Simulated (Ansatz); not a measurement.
Saddle point of Si$_{2}$H$_{8}$O$_{2}$, singlet (Si₂H₆O ([SiH3][O][SiH3]) + H₂O → Si₂H₆O₂ ([OH][SiH2][O][SiH3]) + H₂; bonds formed: Si1–O8, H2–H7; bonds broken: Si1–H2, H7–O8), PBE0-D4/def2-TZVP structure:

Si1  (0.320, 0.726, 0.863)
H2  (0.601, 0.808, -0.884)
O3  (-0.834, -0.414, 0.581)
Si4  (-1.555, -0.914, -0.812)
H5  (0.564, 0.447, 2.311)
H6  (-0.045, 2.163, 0.827)
H7  (1.664, 0.459, -0.504)
O8  (2.127, 0.408, 0.495)
H9  (-2.129, 0.226, -1.572)
H10  (-2.641, -1.847, -0.424)
H11  (-0.579, -1.632, -1.674)
H12  (2.505, -0.429, 0.793)
(Å)

Energies are electronic, without zero-point energy. Barriers and step energies count from the start structure reached by relaxing down the imaginary mode; all methods use the PBE0-D4 structures, on which another method's saddle can fall below an end. Ansatz 0.2.0; basis: def2-TZVPP, with def2-QZVPP for the basis limit; cores frozen in the correlated methods. B3LYP uses VWN-RPA correlation. Extrapolation: Hartree–Fock as exp(−7.88 √X), correlation as X^−2.97.

| method | barrier (eV) | step energy (eV) |
| --- | --- | --- |
| SPW92 | 0.985 | -0.758 |
| PBE-D4 | 1.336 | -0.795 |
| BLYP-D4 | 1.529 | -0.876 |
| r2SCAN-D4 | 1.441 | -0.882 |
| B97M-V | ? | -0.847 |
| PBE0-D4 | 1.492 | -0.796 |
| B3LYP-D4 | 1.634 | -0.870 |
| r2SCAN0-D4 | 1.551 | -0.865 |
| BHLYP-D4 | 1.816 | -0.875 |
| CAM-B3LYP-D4 | 1.645 | -0.872 |
| wB97X-V | 1.641 | -0.839 |
| wB97M-V | ? | -0.844 |
| B2PLYP | 1.697 | -0.867 |
| PBE-QIDH | ? | -0.831 |
| RPA on PBE | 1.726 | -0.822 |
| HF | 2.324 | -0.862 |
| MP2 | 1.646 | -0.903 |
| CCSD | 1.805 | -0.833 |
| CCSD(T) | 1.701 | -0.846 |

Question: Fill in the withheld barriers. (Judge from chemistry; the value comes from the calculation.)

Answer: The calculation gives: B97M-V 1.524; PBE-QIDH 1.615; wB97M-V 1.590 eV. Each is the energy of the saddle less that of the start structure, by the same method.

For comparison, the barrier by CCSD(T) at an estimated basis limit (MP2 extrapolated from triple and quadruple zeta, plus CCSD(T) − MP2 in triple zeta) is 1.688 eV.

No T1 diagnostic of these runs exceeds 0.013.

Labels in which every atom is bracketed show which atoms are joined, not bond orders.

For scale, one of the runs: CCSD(T)/def2-TZVPP, 258 basis functions, launched by `ansatz run in.yaml --threads 4 --pin off --events-out ev --progress --plain --max-ram 9574MiB`. The run took 2.6 min on 4 CPU threads of an Intel Xeon (shared host), with 5.7 GiB of host memory at its peak.
